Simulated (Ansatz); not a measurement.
The same ligand exchange along the group Al, Ga, In.

Gas-phase electronic energies from Ansatz, PBE0-D4/def2-TZVP geometries. CCSD(T)/CBS adds triple-zeta CCSD(T) − MP2 to the extrapolated MP2 energy (def2 sets, frozen cores). Small cases extrapolate CCSD(T) itself. DFT in def2-TZVPP. def2 core potentials past Kr. For Ga, In outer-core shells are correlated without core-valence functions, which leaves a few kJ/mol of doubt a bond. Scalar relativity is left out up to krypton.

```csv
reaction,RPA@PBE/def2-TZVPP (kJ/mol),MP2/CBS(def2) (kJ/mol)
`[AlH2][SiH3]` + H–F → `[F][AlH2]` + SiH₄,-188,-197
`[SiH3][GaH2]` + H–F → `[F][GaH2]` + SiH₄,-89,-85
`[SiH3][InH2]` + H–F → `[F][InH2]` + SiH₄,-52,-50
```

Task: Give the CCSD(T)/CBS values in the same order. (Best estimate.)

Result: The calculation gave: -188, -81, -50 kJ/mol.

Largest T1 diagnostic: 0.016, for `[F][InH2]`.

Extrapolated directly: `[AlH2][SiH3]` + H–F → `[F][AlH2]` + SiH₄.
